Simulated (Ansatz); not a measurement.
Species: sum formula CrOH, charge 0, multiplicity 6. The spin state was set by rule; other spins were not relaxed. 
Geometry from a B3LYP-D3(BJ)/def2-TZVP (Ansatz, a program for electronic structure) optimisation:
```
O
H 1 0.9627
Cr 1 1.8307 2 120.08
```
Charge 0, spin multiplicity 6.

Basis-set convergence of Hartree-Fock and CCSD correlation energies (hartree) with Ansatz. Correlated levels leave the core frozen unless marked. Open shells are spin-unrestricted. Spin-orbit coupling is left out. Frozen are the shells of the preceding noble gas and the d and f shells that filled before the atom's block. No relativistic terms.

The T1 diagnostic of CCSD in the largest basis is 0.074, which is high, so the coupled-cluster rows are less sure than usual.

```csv
basis,functions,E(HF),"E(corr, CCSD)"
def2-SVP,50,-1118.58985,-0.26685
def2-TZVPP,109,-1118.83590,-0.35625
def2-QZVPP,180,-1118.86187,-0.38218
```

Extrapolating the two largest sets (X = 3 and 4) as X^-3: E(corr) = (64·(-0.38218) - 27·(-0.35625))/37 = -0.4011 Eh, an estimate of the basis-set limit. The largest set recovers 95.3 % of it, the smallest 66.5 %.
